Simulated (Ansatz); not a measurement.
Isolated molecules relaxed with PBE0-D4/def2-TZVP in Ansatz; ΔE leaves out vibrations. CCSD(T)/CBS adds triple-zeta CCSD(T) − MP2 to the extrapolated MP2 energy (def2 sets, frozen cores). This one scheme is used for every species. DFT in def2-TZVPP. Each species was taken in one conformer, which may not be the lowest.

Reaction (cleavage of the Si–Si bond): `O[SiH2][SiH2]F` + `O[Si](O)(O)O` → `O[Si](O)(O)O[SiH2]F` + `O[SiH3]`

CCSD(T)/CBS gives -145.1 kJ/mol.

**Question.** Another level gave -138.7 kJ/mol. Which?
A. PBE0-D4/def2-TZVPP
B. ωB97M-V/def2-TZVPP
C. PBE-D4/def2-TZVPP
D. r2SCAN/def2-TZVPP

**Answer.** D. r2SCAN -138.7, ωB97M-V -146.5, PBE-D4 -117.7, PBE0-D4 -127.4 kJ/mol.

Largest T1 diagnostic among the species: 0.012.

From PBE to PBE0 (25 % exact exchange), in def2-TZVPP and without D4, ΔE moves by −9.7 kJ/mol. In def2-TZVPP, CCSD(T) changes the Hartree–Fock value by +21.1 kJ/mol (the triples alone add +2.6 kJ/mol) and MP2 by +14.1 kJ/mol.
